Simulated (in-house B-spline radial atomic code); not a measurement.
How numerical settings move a run on Zr²⁺, [Kr] 4d2. Computed with an all-electron radial atomic-structure program (B-spline basis): scalar-relativistic (X2C) LC-wPBE, spin-polarised, spherical fractional occupations, Fermi nucleus of rms radius 4.2694 fm.

Command:
```bash
python run_scf.py task.json out
```
Settings of the sound reference run:
```
Z                40
electrons        38
configuration    [Kr] 4d2
hamiltonian      x2c
method           lc_wpbe
spin_polarised   True
nucleus          fermi
rms_radius       4.2694
mass_number      90
atomic_mass      89.9047
speed_of_light   137.036
knot_spacing     0.22
spline_order     8
gauss_points     12
box_radius       22.22
max_iterations   70
damping          0.5
damped_steps     3
diis_vectors     10
tolerance        1e-08
start            Thomas-Fermi
```

Run time, properties included: 1 s on 1 thread of Intel(R) Xeon(R) Platinum 8259CL CPU @ 2.50GHz, with other jobs on the host.

It converges in 11 iterations to -3596.990146 hartree, with 4d up at -17.1016 eV. The other runs change the listed settings, some to values that make no sense; their results aren't properties of the atom or ion. Radii are in bohr (the nuclear one in fm), a minus after a letter asks for a j subshell, and «unchanged» means within 1e-8 hartree. The run stops when the residual is below 10 × tolerance × max(1, Z/10), or a noise floor if that is larger, and the energy moves by less than 1e-8 × √|E| hartree; so very loose and very tight tolerances often act alike.

```tsv
changed settings	outcome
knot_spacing = 1.4	converged in 10 iterations, energy +1.44e+02 hartree from the reference, 4d up level -8.6e+00 eV (the program warns: 4d up reaches the box edge; 1s up reaches the box edge)
knot_spacing = 0.4	converged in 11 iterations, energy +5.17e-04 hartree from the reference, 4d up level -1.4e-04 eV
damping = 0	converged in 10 iterations, energy unchanged, 4d up level +4.8e-06 eV
knot_spacing = 0.55	converged in 11 iterations, energy +1.21e-01 hartree from the reference, 4d up level +3.1e-03 eV
knot_spacing = 0.15	converged in 10 iterations, energy -4.39e-06 hartree from the reference, 4d up level -5.2e-07 eV
knot_spacing = 1	converged in 11 iterations, energy +1.73e+01 hartree from the reference, 4d up level -2.0e+00 eV (the program warns: 2s up reaches the box edge; 2s down reaches the box edge)
start = bare nucleus	converged in 12 iterations, energy unchanged, 4d up level -1.8e-06 eV
knot_spacing = 0.1	converged in 10 iterations, energy -6.53e-06 hartree from the reference, 4d up level -4.0e-06 eV
knot_spacing = 0.3	converged in 11 iterations, energy +5.55e-05 hartree from the reference, 4d up level -2.7e-04 eV
gauss_points = 8, first_knot = 0.00025, max_iterations = 100, tolerance = 1e-06	converged in 9 iterations, energy +1.49e-03 hartree from the reference, 4d up level +7.9e-05 eV
electrons = 39, configuration = [Kr] 4d2 5s-1, max_iterations = 60	stopped with error: j subshells need the Dirac Hamiltonian and l > 0
gauss_points = 5, box_radius = 88.88, max_iterations = 60	converged in 11 iterations, energy +6.76e-07 hartree from the reference
spline_order = 4, max_iterations = 60, damping = 0.95	converged in 11 iterations, energy +1.54e-03 hartree from the reference, 4d up level -1.7e-04 eV
```

Question: What happens with knot_spacing = 2?

Answer: Converged in 10 iterations, energy +3.28e+02 hartree from the reference, 4d up level -1.3e+01 eV (the program warns: 4d up reaches the box edge; 1s up reaches the box edge).

Question: What happens with damping = 0.95?

Answer: Converged in 11 iterations, energy unchanged.

Question: What happens with damping = 0.2?

Answer: Converged in 10 iterations, energy unchanged, 4d up level -1.5e-06 eV.

Question: What happens with knot_spacing = 1.4, max_iterations = 100, tolerance = 1e-06, start = bare nucleus?

Answer: Converged in 9 iterations, energy +1.44e+02 hartree from the reference, 4d up level -8.6e+00 eV (the program warns: 4d up reaches the box edge; 1s up reaches the box edge).
